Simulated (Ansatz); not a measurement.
CH$_{8}$SSiSn (`[SiH3][CH2][SnH2][SH]`) at its PBE0-D4/def2-TZVP geometry, where that method's forces vanish. The species carries charge 0 and has multiplicity 1. Sn takes the def2 core potential.

| atom | x (Å) | y (Å) | z (Å) |
| --- | --- | --- | --- |
| Si1 | -1.165 | 1.284 | 0.260 |
| C2 | -0.756 | -0.504 | 0.627 |
| Sn3 | 1.241 | -1.076 | 0.092 |
| S4 | 2.071 | 0.385 | -1.636 |
| H5 | -1.222 | 1.513 | -1.206 |
| H6 | -2.492 | 1.637 | 0.839 |
| H7 | -0.142 | 2.184 | 0.854 |
| H8 | -0.864 | -0.699 | 1.698 |
| H9 | -1.448 | -1.166 | 0.100 |
| H10 | 2.316 | -0.839 | 1.394 |
| H11 | 1.283 | -2.688 | -0.475 |
| H12 | 1.178 | -0.032 | -2.548 |

(1) For each bond, give half the difference of the two atoms' forces along it (eV/Å; positive pushes the atoms apart) under PBE-D4, r2SCAN-D4, B3LYP-D4, ωB97M-V in def2-TZVPP. (Best estimate.)

Results:

(1) Computed: 
```json
{"bond": "Si1–C2", "length (Å)": "1.870", "PBE-D4": "-0.01", "r2SCAN-D4": "0.00", "B3LYP-D4": "0.10", "ωB97M-V": "0.11"}
{"bond": "Si1–H5", "length (Å)": "1.485", "PBE-D4": "0.06", "r2SCAN-D4": "-0.02", "B3LYP-D4": "-0.08", "ωB97M-V": "-0.10"}
{"bond": "Si1–H6", "length (Å)": "1.490", "PBE-D4": "0.08", "r2SCAN-D4": "-0.02", "B3LYP-D4": "-0.10", "ωB97M-V": "-0.13"}
{"bond": "Si1–H7", "length (Å)": "1.487", "PBE-D4": "0.06", "r2SCAN-D4": "-0.02", "B3LYP-D4": "-0.07", "ωB97M-V": "-0.10"}
{"bond": "C2–Sn3", "length (Å)": "2.145", "PBE-D4": "0.08", "r2SCAN-D4": "0.08", "B3LYP-D4": "0.18", "ωB97M-V": "-0.01"}
{"bond": "C2–H8", "length (Å)": "1.094", "PBE-D4": "0.09", "r2SCAN-D4": "-0.02", "B3LYP-D4": "-0.10", "ωB97M-V": "-0.05"}
{"bond": "C2–H9", "length (Å)": "1.093", "PBE-D4": "0.09", "r2SCAN-D4": "-0.02", "B3LYP-D4": "-0.10", "ωB97M-V": "-0.05"}
{"bond": "Sn3–S4", "length (Å)": "2.410", "PBE-D4": "0.16", "r2SCAN-D4": "0.07", "B3LYP-D4": "0.22", "ωB97M-V": "0.01"}
{"bond": "Sn3–H10", "length (Å)": "1.705", "PBE-D4": "0.07", "r2SCAN-D4": "-0.03", "B3LYP-D4": "-0.03", "ωB97M-V": "-0.07"}
{"bond": "Sn3–H11", "length (Å)": "1.710", "PBE-D4": "0.05", "r2SCAN-D4": "-0.03", "B3LYP-D4": "-0.05", "ωB97M-V": "-0.09"}
{"bond": "S4–H12", "length (Å)": "1.343", "PBE-D4": "0.25", "r2SCAN-D4": "0.01", "B3LYP-D4": "-0.02", "ωB97M-V": "-0.08"}
```

B3LYP here is the variant with VWN-RPA as its local correlation; programs differ in this.
